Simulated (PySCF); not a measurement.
Method: PBE-D3(BJ)/def2-TZVP run with PySCF 2.14.0. All species are isolated molecules in the gas phase. One relaxed conformer stands for a flexible species; it need not be the lowest. Excitations are Tamm–Dancoff values on a coarser integration grid. The basis has no diffuse functions, so Rydberg states are missing or too high.

Reference species (SMILES): `F[SiH2][SiH2][SiH2]S` (neutral, multiplicity 1).

```
Item                   Result
-------------------  --------
LUMO                 -1.89 eV
HOMO                 -6.43 eV
T1 excitation (TDA)   4.44 eV
```

Changed species: `F[Si@@H](S)[SiH2][SiH3]` (Si–Si–S–H torsion 162°, S–Si–Si–Si torsion 48°).

### Question
What does the change do to the LUMO, HOMO and T1 excitation (TDA)?

### Answer
the LUMO rises by 0.31 eV, to -1.58 eV; the HOMO decreases by 0.29 eV, to -6.72 eV; the T1 excitation (TDA) increases by 0.53 eV, to 4.97 eV.
